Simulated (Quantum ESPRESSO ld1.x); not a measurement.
The rubidium ion Rb14+, 23 electrons, occupied as [Ar] 3d5.

All-electron calculation, non-relativistic Kohn-Sham, LDA (Slater exchange, VWN5 correlation), spin-polarised, spherical densities, point nucleus; open shells are filled with parallel spins first; relativity is left out, which matters for an element this heavy. Program: ld1.x of Quantum ESPRESSO 7.5.

Energy parts (hartree):
total: -2845.8706
kinetic: 2844.1235
electron-nucleus: -6448.4783
Hartree: 841.1944
exchange-correlation: -82.7101

Orbitals (lengths in bohr, moments of r in powers of bohr; r(max) is where P^2 peaks; r(90%) holds 90 % of the orbital's charge):
\begin{tabular}{lrrrr}
orbital & occ. & eigenvalue (hartree) & r(max) & r(90%) \\ \hline
1s up & 1 & -556.285 & 0.027 & 0.0736 \\
1s down & 1 & -556.278 & 0.027 & 0.0736 \\
2s up & 1 & -86.7090 & 0.153 & 0.281 \\
2s down & 1 & -86.3862 & 0.153 & 0.280 \\
2p up & 3 & -80.2144 & 0.122 & 0.255 \\
2p down & 3 & -79.9716 & 0.122 & 0.254 \\
3s up & 1 & -24.0654 & 0.448 & 0.719 \\
3s down & 1 & -23.6718 & 0.448 & 0.723 \\
3p up & 3 & -21.7413 & 0.430 & 0.722 \\
3p down & 3 & -21.3392 & 0.434 & 0.728 \\
3d up & 5 & -17.6938 & 0.361 & 0.703 \\
3d down & 0 & -17.2382 & 0.364 & 0.712 \\
4s up & 0 & -10.4654 & 1.01 & 1.47 \\
4s down & 0 & -10.3428 & 1.01 & 1.48 \\
4p up & 0 & -9.61725 & 1.03 & 1.51 \\
4p down & 0 & -9.49859 & 1.04 & 1.53 \\
4d up & 0 & -8.22072 & 1.05 & 1.60 \\
4d down & 0 & -8.10323 & 1.07 & 1.62 \\
\end{tabular}

The highest occupied level is 3d up at -481.47 eV. Spin moment in Bohr magnetons: 5. The density falls to 0.001 e/bohr^3 at r = 1.42 bohr. For comparison, the ionisation energy in NIST's Atomic Spectra Database is 502 eV (theoretical). In exact Kohn-Sham theory the highest level is minus the ionisation energy, but local and semilocal functionals leave it too shallow, through self-interaction and a potential that decays too fast; potentials with the right tail come closer. Virial ratio -V/T = 2.00061.
